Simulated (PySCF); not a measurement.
A structure optimised at ωB97X-D3(BJ)/def2-SVP, used in a PySCF frequency run:

```xyz
10

N      2.6830     0.6984     0.7646
C      1.7724     0.2646     0.1989
C      0.5651    -0.2377    -0.4658
F      0.4317    -1.6082    -0.2649
Si    -1.0136     0.5865     0.2480
O     -2.3272    -0.0126    -0.5689
H      0.6540    -0.0500    -1.5499
H     -1.0333     0.2555     1.6976
H     -0.9460     2.0434    -0.0084
H     -2.5585    -0.9366    -0.4265
```
Charge 0, spin multiplicity 1.

### Question
Write its SMILES and formula.

### Answer
N#C[C@@H](F)[SiH2]O, C2H4FNOSi

### Question
What are its rotational constants (standard atomic weights)?

### Answer
5.5680, 1.7584, 1.4161 GHz
